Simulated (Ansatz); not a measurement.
Species: LuF2 (charge 0, doublet). The spin state was set by rule; other spins were not relaxed. 
Coordinates optimised at B3LYP-D3(BJ)/def2-TZVP (Ansatz, a first-principles code):
```xyz
3

Lu     0.1703     0.1060     0.0403
F     -1.0995     0.7059    -1.3089
F     -0.2438    -1.5423     0.9911
```
Charge 0, spin multiplicity 2.

Dipole moments at this geometry, in debye (magnitudes).

```tsv
level	program	dipole (D)
SVWN5/def2-TZVP	Ansatz	3.03
r2SCAN/def2-TZVP	Ansatz	2.98
B3LYP/def2-TZVP	Ansatz	[?]
BHLYP/def2-TZVP	Ansatz	3.15
wB97X-V/def2-TZVP	Ansatz	[?]
```

### Question
Some entries are withheld; supply them.

### Answer

- B3LYP/def2-TZVP, dipole (D): 3.11
- wB97X-V/def2-TZVP, dipole (D): 2.78
